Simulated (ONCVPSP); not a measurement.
# Transferability test, ONCV potential for selenium (Se)

Se, optimised norm-conserving Vanderbilt (ONCV), made with ONCVPSP 4.0.1 (PBEsol, scalar-relativistic). Core [Ne], reference 3s2 3p6 3d10 4s2 4p2 (charge +2). Waves: 3s+4s: rc 1.10 bohr, ncon 3, nbas 7, qcut 10.6 1/bohr, 2 projectors; 3p+4p: rc 1.00 bohr, ncon 4, nbas 7, qcut 13.6 1/bohr, 2 projectors; 3d: rc 0.90 bohr, ncon 4, nbas 8, qcut 17.5 1/bohr, 1 projector; f scattering state at 0.33 Ha: rc 1.00 bohr, ncon 4, nbas 7, qcut 11.5 1/bohr, 3 projectors, debl 1.4 Ha. Local part: polynomial inside 0.60 bohr (lpopt 3, dvloc0 6 Ha). Core correction: Teter function, fcfact 2.5, rcfact 1.75.

Energies are relative to the spin-unpolarised reference configuration 3s2 3p6 3d10 4s2 4p2; without spin polarisation the order of configurations can differ from experiment.

| valence configuration | charge | ΔE all-electron (eV) | error AE − PS (meV) |
| --- | --- | --- | --- |
| 3s2 3p6 3d10 4s2 4p4 | 0 | -31.217 | +3.0 |
| 3s2 3p6 3d10 4s2 4p3 | +1 | -20.368 | +2.0 |
| 3s2 3p6 3d9 4s2 4p4 | +1 | 32.870 | +82 |

What are ΔE and the potential's error for 3s2 3p6 3d10 4s2 4p1?

ΔE = 30.902 eV all-electron; the error (AE − PS) is -3.1 meV.

Levels in the configuration 3s2 3p6 3d9 4s2 4p4:

```json
{"level": "3s", "all-electron (eV)": "-236.204", "pseudo (eV)": "-236.505"}
{"level": "3p", "all-electron (eV)": "-175.633", "pseudo (eV)": "-175.667"}
{"level": "3d", "all-electron (eV)": "-75.663", "pseudo (eV)": "-75.451"}
{"level": "4s", "all-electron (eV)": "-29.619", "pseudo (eV)": "-29.632"}
{"level": "4p", "all-electron (eV)": "-17.260", "pseudo (eV)": "-17.259"}
```

Note: ghosts flagged at negative energy: f at -25.5 eV; GHOST(+) flags only above 600 eV. A true bound ghost makes a file unfit for plane-wave use.
